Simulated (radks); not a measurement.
Results of a calculation; reference values are marked as such.
Task: Radial electron density D(r) = 4 pi r^2 rho(r) of an atom or ion with 65 electrons. Level of theory: Dirac Kohn-Sham, BLYP, spin-unpolarised, spherical densities, point nucleus (a radial shooting solver on a logarithmic mesh with Libxc functionals).

```
   r/bohr * D(r) (the largest magnitude, 117, reaches the edge; | marks zero)
 0.001032 | *
 0.001201 |  *
 0.001409 |   *
 0.001641 |    *
  0.00191 |     *
 0.002224 |       *
 0.002589 |         *
 0.003014 |           *
 0.003537 |              *
 0.004117 |                 *
 0.004793 |                    *
  0.00558 |                        *
 0.006496 |                            *
 0.007562 |                                *
 0.008874 |                                   *
  0.01033 |                                      *
  0.01203 |                                         *
    0.014 |                                          *
   0.0163 |                                         *
  0.01898 |                                        *
  0.02209 |                                      *
  0.02592 |                                     *
  0.03018 |                                     *
  0.03513 |                                       *
   0.0409 |                                          *
  0.04762 |                                                *
  0.05543 |                                                    *
  0.06505 |                                                      *
  0.07573 |                                                    *
  0.08816 |                                               *
   0.1026 |                                           *
   0.1195 |                                         *
   0.1391 |                                           *
   0.1632 |                                               *
     0.19 |                                                *
   0.2212 |                                           *
   0.2575 |                                 *
   0.2998 |                        *
    0.349 |                    *
   0.4096 |                      *
   0.4768 |                         *
   0.5551 |                       *
   0.6462 |                   *
   0.7523 |             *
   0.8758 |         *
     1.02 |      *
    1.197 |     *
    1.393 |    *
    1.622 |  *
    1.888 | *
    2.198 |*
    2.559 |*
    3.002 *
    3.495 *
    4.069 *
    4.737 *
    5.515 *
     6.42 *
    7.534 *
    8.771 *
    10.21 *
```

What is the nuclear charge?

Result: Z = 66. The innermost maximum, from 1s, lies near gamma/Z bohr with gamma = sqrt(1 - (Z/c)^2) = 0.876, here 0.0133 bohr (found: 0.0147), and its height grows with Z. The density is that of the dysprosium ion Dy+ in [Xe] 4f10 6s1; the configuration itself is not fixed sharply by these data, and Z only to a few units. D(r) has 4 maxima, at r = 0.0147, 0.0651, 0.181, 0.496 bohr, and minima at 0.0283, 0.119, 0.355 bohr, inside which lie 2.01, 11.15, 29.52 electrons.
